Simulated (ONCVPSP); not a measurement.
# cadmium (Cd): one change to an ONCV potential, before and after

cadmium (Cd), optimised norm-conserving Vanderbilt (ONCV), made with ONCVPSP 4.0.1 (BLYP, fully relativistic). Core [Ar] 3d10, reference 4s2 4p6 4d10 5s2. Waves: 4s+5s: rc 1.45 bohr, ncon 4, nbas 8, qcut 7 1/bohr, 2 projectors; 4p: rc 1.00 bohr, ncon 4, nbas 8, qcut 8 1/bohr, 3 projectors, debl 3.8 Ha; 4d: rc 1.20 bohr, ncon 4, nbas 8, qcut 7.4 1/bohr, 2 projectors, debl 1.8 Ha. Local part: polynomial inside 0.95 bohr (lpopt 5, dvloc0 0 Ha). Core correction: none.

Open shells are filled in proportion to 2j + 1.

Change: all radii scaled by about 1.30 (s 1.88, p 1.30, d 1.56 bohr); local potential polynomial inside 1.22 bohr (lpopt 5, dvloc0 0 Ha).

Cutoffs: the cutoffs (Ha) at which the residual kinetic energy of the hardest occupied pseudo-wave falls to 1 and 0.1 mHa per electron; they do not see the model core or the augmentation charge, which bear on the density cutoff. Errors are all-electron minus pseudo energies relative to the spin-unpolarised reference configuration.

How do hardness, ghosts and transferability respond?

The potential gets softer (168 Ha and 208 Ha → 27 Ha and 85 Ha); of the 4 tests that both files solve, the error grows in 1 and shrinks in 0 by more than 15 % and 0.3 meV (median size 0.1 → 0.3 meV); neither file shows a bound ghost. A larger radius leaves more room for a smooth pseudo-wave, so fewer plane waves are needed.

```tsv
quantity	base	changed
cutoff, loose	168 Ha	27 Ha
cutoff, tight	208 Ha	85 Ha
loose cutoff by channel	s 21 Ha, p 168 Ha, d 85 Ha	s 11 Ha, p 20 Ha, d 27 Ha
bound ghosts	none	none
GHOST(+) flags under 300 eV	s at 142.9 eV	none
error for 4s2 4p6 4d10 5s1, meV [ΔE 9.32 eV]	+0.1	-0.2
error for 4s2 4p6 4d10 5s0, meV [ΔE 26.62 eV]	-0.5	-2.0
error for 4s2 4p6 4d9 5s0, meV [ΔE 64.51 eV]	+0.1	+0.3
error for 4s2 4p6 4d10 5s1 5p1, meV [ΔE 4.67 eV]	0.0	-0.3
```
